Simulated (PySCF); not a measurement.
**Dipole polarisabilities along the noble gases**

Calculated with PySCF 2.14 for the ground configurations, without spin-orbit coupling: coupled response for Hartree-Fock and DFT, finite fields for MP2 and CCSD(T), with He nothing; Ne 1s2; Ar [Ne] frozen. Mean α in bohr³, C₆ of like pairs in atomic units.

| species | α UHF | α PBE | α PBE0 | α MP2 | α CCSD(T) | α recommended (Schwerdtfeger and Nagle) | C₆ UHF | C₆ PBE | C₆ PBE0 |
| --- | --- | --- | --- | --- | --- | --- | --- | --- | --- |
| He 1s2 (dyall-acv3z, non-relativistic) | 1.307 | 1.526 | 1.456 | 1.345 | 1.370 | 1.384 | 1.367 | 1.700 | 1.591 |
| Ne [Ne] (dyall-acv3z, non-relativistic) | 2.131 | 2.562 | 2.412 | 2.361 | 2.345 | 2.661 | 4.986 | 6.183 | 5.775 |
| Ar [Ar] (dyall-acv3z, non-relativistic) | 10.47 | 11.40 | 11.01 | 10.80 | 10.82 | 11.083 ± 0.007 | 60.83 | 67.49 | 64.67 |

Hartree-Fock lacks correlation. MP2 and CCSD(T) carry the error of the frozen core. All values carry a basis error.
